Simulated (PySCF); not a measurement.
# What a mistake does to a calculation on AlCClGeH5

These are calculations, not measurements. They come from PySCF 2.14.0, an open-source quantum chemistry program, on an isolated molecule that a program drew, which may never have been made. The molecule is AlCClGeH5 (charge 0, doublet), drawn as the SMILES string `[Cl][Al][CH2][GeH3]`.

Each row is a Hartree-Fock (HF) and frozen-core CCSD(T) single point in the cc-pV(D+d)Z basis, meant for a local HF minimum. Run 1 is clean. Each other run has one planted mistake out of seven kinds, and not every kind appears here: one electron removed, one electron added, multiplicity raised by two, geometry at a saddle point, minimal basis STO-3G, one bond length entered in bohr, all coordinates scaled. The reference is restricted for singlets and unrestricted otherwise, and also for a bond in bohr. Adding or removing an electron swaps singlet and doublet. Electrons count all cores. HOMO and LUMO are orbital energies over both spins, the gradient is its largest component, and the lowest frequency (negative if imaginary) is given only where the gradient is small. Bond lengths are over the 8 bonds as drawn. T1 is the CCSD diagnostic: over 0.02 (restricted) or 0.045 (unrestricted) a single reference is doubtful. Germanium has the cc-pVDZ-PP basis, with a core potential (ECP10MDF) in place of its 10 inner electrons, and its 3s, 3p and 3d shells are frozen in CCSD(T).

Geometry of the clean run:
```xyz
9
AlCClGeH5, angstrom
Cl    0.8634   -1.2693   -2.3154
Al    0.7978    0.8427   -1.9904
C     2.1544    1.5918   -0.7836
Ge    1.9234    1.2291    1.1412
H     3.1293    1.1794   -1.0730
H     2.2036    2.6787   -0.9087
H     2.0237   -0.2741    1.4187
H     0.5449    1.7207    1.6093
H     2.9988    1.9622    1.9523
```

```
run,electrons,basis functions,<S^2>,HOMO (eV),LUMO (eV),gradient (hartree/bohr),lowest frequency (cm^-1),mean bond (Å),longest bond (Å),T1,HF (hartree),CCSD(T) (hartree),mistake
1,73,108,0.755,-8.49,0.80,2.2e-05,24,1.6086,2.138,0.0130,-1035.62735,-1036.11919,no fault
2,73,108,0.764,-8.92,0.17,5.3e-02,-,1.7534,2.330,0.0150,-1035.57771,-1036.08013,all coordinates scaled
3,72,108,0.000,-16.24,-6.77,5.1e-02,-,1.6086,2.138,0.0158,-1035.34565,-1035.84069,one electron removed
4,73,108,1.456,-8.52,0.72,2.4e-02,-,1.7304,2.138,0.0564,-1035.50218,-1035.99221,one bond length entered in bohr
5,73,108,3.763,-5.60,-2.58,9.1e-02,-,1.6086,2.138,0.0270,-1035.44985,-1035.91974,?
6,74,108,0.000,-0.86,6.45,4.6e-02,-,1.6086,2.138,0.0129,-1035.62640,-1036.15116,?
```

**Which mistake was planted in run 5, and what did it cost?**

Electrons, basis and geometry are unchanged, and <S^2> is 3.763, beside S(S+1) = 3.75 for a multiplicity of 4. So the mistake is: multiplicity raised by two. Subtracting run 1 and multiplying by 627.51 kcal/mol a hartree, the energy moved by 111.4 kcal/mol in HF and 125.2 kcal/mol in CCSD(T).

**Which mistake was planted in run 6, and what did it cost?**

It counts 74 electrons, one more than the clean run, at the same geometry and basis. So the mistake is: one electron added. Subtracting run 1 and multiplying by 627.51 kcal/mol a hartree, the energy moved by 0.6 kcal/mol in HF and -20.1 kcal/mol in CCSD(T).

Cautions from the logs. Run 4: T1 is over the limit, so its CCSD(T) energy is less reliable.
